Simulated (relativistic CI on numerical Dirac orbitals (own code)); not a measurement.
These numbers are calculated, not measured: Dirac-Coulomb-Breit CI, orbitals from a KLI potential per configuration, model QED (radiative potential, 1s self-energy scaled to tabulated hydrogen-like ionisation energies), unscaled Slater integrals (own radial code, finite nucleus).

The strongest absorption lines from the ground level of an ion, among the configurations computed and to levels below about 81800 eV (vacuum wavelength in nm, gf): 0.01516 (0.0087), 0.01534 (0.016), 0.01568 (0.032), 0.01572 (0.014), 0.01648 (0.086), 0.01660 (0.041), 0.01923 (0.41), 0.01979 (0.24).

**Question.** Which ion is it?
A. Ra LXXXVII
B. Os LXXV
C. Os LXXIII
D. Pb LXXXI

**Answer.** B. Os LXXV has 2 electrons and the ground level 1s² ¹S0; the strongest line goes to 1s2p ¹P°1. The pattern of lines fixes the number of electrons, and along that sequence the line energies rise steadily with the charge (about as its square where n changes within one kind of shell, about linearly where n is kept but much faster in heavy ions where fine structure, which grows about as Z⁴, sets the gap, and irregularly where shells cross), which fixes Z. Configurations outside the model, such as inner-shell arrays, can give stronger lines. At this charge energies of transitions that change n are usually good to better than 1 %, and those within a shell (Δn = 0) to a few per cent.

LS names give the leading component of a level, which can be under half, so a name can repeat, a term be missing and a line seem to break the LS rules.
